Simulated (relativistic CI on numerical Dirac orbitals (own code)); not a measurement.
Computed by Dirac-Coulomb-Breit CI, separate exchange-only KLI orbitals for each configuration, QED by a radiative potential, unscaled Slater integrals (own radial code, finite nucleus).

Configuration list (outside the closed core [Ne]): 3s2.3p6, 3s2.3p5.3d, 3s.3p6.3d, 3s2.3p5.4s, 3s2.3p5.4p, 3s2.3p5.4d, 3s.3p6.4s, 3s2.3p5.4f, 3s.3p6.4p, 3p6.3d.4p, 3s.3p6.4d, 3s.3p6.4f, 3s2.3p5.5s, 3s2.3p5.5p, 3s2.3p5.5d, 3s2.3p5.5f, 3s2.3p5.5g, 3s.3p6.5s, 3s2.3p5.6s, 3s.3p6.5p, 3s2.3p5.6p, 3s2.3p5.6d, 3s.3p6.5d, 3p6.3d2, 3p5.3d3, 3p5.3d2.4s, 3p5.3d2.4p, 3p5.3d2.4d, 3p6.3d.4s, 3p5.3d.4s2, 3p5.3d.4s.4p, 3p5.3d.4s.4d. Double excitations out of closed p, d and f shells are left out; levels of such configurations are missing from the list, as are those of other unlisted configurations, and high levels can miss mixing partners. These lack a partner that the ground configuration has and come out too high: 3s2.3p5.4f, 3s2.3p5.5s, 3s2.3p5.5p, 3s2.3p5.5d, 3s2.3p5.5f.

At this charge energies of transitions that change n are usually good to better than 1 %, and those within a shell (Δn = 0) to a few per cent.

Outline of the computed level scheme of Br XVIII. Lowest level of each configuration: 3s2.3p6 1S_0 at 0.000 eV; 3s2.3p5.3d 3P°_0 at 84.061 eV; 3s.3p6.3d 3D_1 at 169.316 eV; 3s2.3p5.4s 3P°_2 at 335.975 eV; 3p6.3d2 3F_2 at 344.573 eV; 3s2.3p5.4p 3S_1 at 357.453 eV; 3s2.3p5.4d 3P°_0 at 395.996 eV.

Some strong electric-dipole decays among the lowest 45 levels: 3s2.3p5.3d 1P°_1 → 3s2.3p6 1S_0 (5.5e+11 s⁻¹); 3s2.3p5.4s 1P°_1 → 3s2.3p6 1S_0 (3.6e+11 s⁻¹); 3s2.3p5.4s 3P°_1 → 3s2.3p6 1S_0 (2.9e+11 s⁻¹); 3s2.3p5.4p 3D_3 → 3s2.3p5.3d 3F°_4 (1.7e+11 s⁻¹); 3s2.3p5.4p 3D_2 → 3s2.3p5.3d 3F°_3 (1.5e+11 s⁻¹); 3s2.3p5.4p 3S_1 → 3s2.3p5.3d 3P°_1 (9.6e+10 s⁻¹); 3s2.3p5.4d 3P°_1 → 3s2.3p6 1S_0 (9.6e+10 s⁻¹); 3s2.3p5.4p 3S_1 → 3s2.3p5.3d 3P°_2 (7.5e+10 s⁻¹).

LS names give the leading component of a level, which can be under half, so a name can repeat, a term be missing and a line seem to break the LS rules.
